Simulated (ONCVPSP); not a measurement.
# Pseudopotential generation for sulfur: ONCV, PBE, scalar-relativistic.

- Element: S (Z = 16)
- Generator: ONCVPSP 4.0.1
- Type: optimised norm-conserving Vanderbilt (ONCV)
- Functional: PBE
- Relativity: scalar-relativistic
- Frozen core: [Ne]
- Valence charge: 6
- Reference configuration: 3s2 3p2 (charge +2)
- Partial waves: 3s: rc 1.20 bohr, ncon 4, nbas 7, qcut 6.4 1/bohr, 2 projectors, debl 1.2 Ha; 3p: rc 1.50 bohr, ncon 4, nbas 7, qcut 6 1/bohr, 2 projectors, debl 0.5 Ha; d scattering state at 0.19 Ha: rc 1.40 bohr, ncon 4, nbas 8, qcut 5.8 1/bohr, 2 projectors, debl 3.3 Ha
- Local potential: polynomial inside 0.95 bohr (lpopt 3, dvloc0 1 Ha)
- Core correction: Teter function, fcfact 4.75, rcfact 1.35

In the s channel the program set the typed energies aside and used -1.448, 0.250 Ha. In the p channel the program set the typed energies aside and used -1.028, 0.250 Ha. In the d channel the program set the typed energies aside and used 0.050, 3.350 Ha.

All-electron outer shells of the reference configuration (PBE, scalar-relativistic, ld1.x):

| shell | level (eV) | outermost node (bohr) | outermost maximum (bohr) |
| --- | --- | --- | --- |
| 2s | -237.44 | 0.13 | 0.39 |
| 2p | -182.31 | – | 0.33 |
| 3s | -39.40 | 0.60 | 1.37 |
| 3p | -27.98 | 0.57 | 1.50 |

Problem. Estimate the cutoffs (Ha) at which the residual kinetic energy of the hardest occupied pseudo-wave falls to 1 and 0.1 mHa per electron.

Solution. 14 Ha and 78 Ha. The cutoffs count occupied waves only; projector 1 of the d channel, the hardest unoccupied one, needs 42 Ha at the loose tolerance.

Problem. Does the potential have ghost states?

Solution. Ghosts flagged at negative energy: s at -206.9 eV; no localised positive-energy state flagged. A true bound ghost makes a file unfit for plane-wave use.

Problem. Which valence shell sets the plane-wave cutoff?

Solution. 3s: 14 Ha for 1 mHa per electron, against 11 Ha for 3p.

Problem. Tests: 3s2 3p4; 3s2 3p3; 3s2 3p1; 3s1 3p5. Which has the largest error in its energy relative to the reference configuration, and how large is it?

Solution. 3s1 3p5, with +16 meV (all-electron minus pseudo) on -23.74 eV.
